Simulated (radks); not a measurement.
Results of a calculation; reference values are marked as such.
Neutral potassium inside a hard spherical wall (all orbitals vanish at R), configuration held at [Ar] 4s1 and not refilled when levels cross. Code: a radial shooting solver on a logarithmic mesh with Libxc functionals. Model: scalar-relativistic Kohn-Sham, PBEsol, spin-polarised, spherical densities, finite nucleus; open shells are filled with parallel spins first; Fermi nuclear charge, rms radius 3.4349 fm. Eigenvalues in eV for spin up, with the zero of energy where the potential of the charges vanishes at infinity; a dash marks a level that is unbound or too diffuse for the functional's potential to be trusted. A positive occupied level is held by the wall or, in an anion where self-interaction has pushed it up, behind a barrier. The pressure on the wall is -dE/dV.

| R (bohr) | E (hartree) | kinetic (hartree) | e(2p) | e(3s) | e(3p) | e(4s) | e(4p, empty) | e(5s, empty) | pressure (GPa) |
|---|---|---|---|---|---|---|---|---|---|
| free | -601.29018 | 604.801 | -279.80 | -35.189 | -18.734 | -2.543 | -0.947 | - | 0 |
| 20 | -601.29018 | 604.801 | -279.80 | -35.189 | -18.733 | -2.543 | -0.945 | 0.058 | < 0.0001 |
| 12 | -601.28923 | 604.809 | -279.71 | -35.093 | -18.639 | -2.477 | -0.743 | 1.670 | 0.0118 |
| 10 | -601.28590 | 604.828 | -279.50 | -34.892 | -18.442 | -2.306 | -0.375 | 3.431 | 0.0743 |
| 7 | -601.25158 | 604.960 | -278.52 | -33.958 | -17.537 | -1.001 | 1.861 | 11.521 | 1.37 |
| 6 | -601.20777 | 605.100 | -277.81 | -33.312 | -16.919 | 0.455 | 4.067 | 18.519 | 4.19 |
| 5 | -601.10239 | 605.430 | -276.56 | -32.260 | -15.916 | 3.683 | 8.568 | 31.741 | 15.5 |
| 3 | -599.53178 | 610.780 | -263.41 | -23.313 | -6.543 | 38.982 | 49.537 | 133.62 | 673 |
| 2.5 | -597.38439 | 617.726 | -250.00 | -14.118 | 3.653 | 75.232 | 87.595 | 219.26 | 2530 |
| 2 | -591.32539 | 635.278 | -222.81 | 8.044 | 28.001 | 157.52 | 169.92 | 396.16 | 11800 |
| 1.5 | -570.96879 | 686.085 | -165.93 | 75.356 | 98.235 | 375.82 | 377.94 | 827.08 | 77400 |
